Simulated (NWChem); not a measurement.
System meant: HSeOI; SMILES [Se](O)I

The following NWChem deck was run.

```
start job
memory heap 200 mb stack 900 mb global 1100 mb
geometry units angstroms noautoz
  Se     0.368547     1.314630    -0.010000
  I     -0.017435    -1.194968     0.000549
  O     -1.294930     1.962723     0.086964
  H     -1.641782     1.997041    -0.815933
end
basis spherical
  Se library def2-svp
  I library def2-svp
  O library def2-svp
  H library def2-svp
end
ecp
  I library def2-ecp
end
dft
  odft
  mult 2
  xc xpbe96 cpbe96
  iterations 150
  mulliken
end
task dft energy
```

End of the output:

```
 ==============================================================================
                                 internuclear angles
 ------------------------------------------------------------------------------
        center 1       |       center 2       |       center 3       |  degrees
 ------------------------------------------------------------------------------
    2 I                |   1 Se               |   3 O                |   102.51
    1 Se               |   3 O                |   4 H                |   107.20
 ------------------------------------------------------------------------------
                            number of included internuclear angles:          2
 ==============================================================================

 Summary of "ao basis" -> "" (spherical)
 ------------------------------------------------------------------------------
       Tag                 Description            Shells   Functions and Types
 ---------------- ------------------------------  ------  ---------------------
 Se                         def2-svp                12       32   5s4p3d
 I                          def2-svp                10       26   4s4p2d
 O                          def2-svp                 6       14   3s2p1d
 H                          def2-svp                 3        5   2s1p

 Summary of "ao basis" -> "ao basis" (spherical)
 ------------------------------------------------------------------------------
       Tag                 Description            Shells   Functions and Types
 ---------------- ------------------------------  ------  ---------------------
 Se                         def2-svp                12       32   5s4p3d
 I                          def2-svp                10       26   4s4p2d
 O                          def2-svp                 6       14   3s2p1d
 H                          def2-svp                 3        5   2s1p

  number of electrons :                   68
  multiplicity        :                    2
 ------------------------------------------------------------------------
  no. of electrons and multiplicity not compatible                  68
 ------------------------------------------------------------------------
 ------------------------------------------------------------------------
  current input line :
    25: task dft energy
 ------------------------------------------------------------------------
 ------------------------------------------------------------------------
 There is an error in the input file
 ------------------------------------------------------------------------
 For more information see the NWChem manual at https://nwchemgit.github.io

0: no. of electrons and multiplicity not compatible:Received an Error in Communication
```

### Question
Can this run be used? If not, why, and what is the fix?

### Answer
The input was rejected before any calculation. Cause: the multiplicity doesn't fit the number of electrons (an even count wants an odd multiplicity, and the reverse). This input runs:
```
start job
memory heap 200 mb stack 900 mb global 1100 mb
geometry units angstroms noautoz
  Se     0.368547     1.314630    -0.010000
  I     -0.017435    -1.194968     0.000549
  O     -1.294930     1.962723     0.086964
  H     -1.641782     1.997041    -0.815933
end
basis spherical
  Se library def2-svp
  I library def2-svp
  O library def2-svp
  H library def2-svp
end
ecp
  I library def2-ecp
end
dft
  xc xpbe96 cpbe96
  iterations 150
  mulliken
end
task dft energy
```
It converges to -2774.27306 Ha (PBE/def2-SVP with def2 effective core potentials on I).
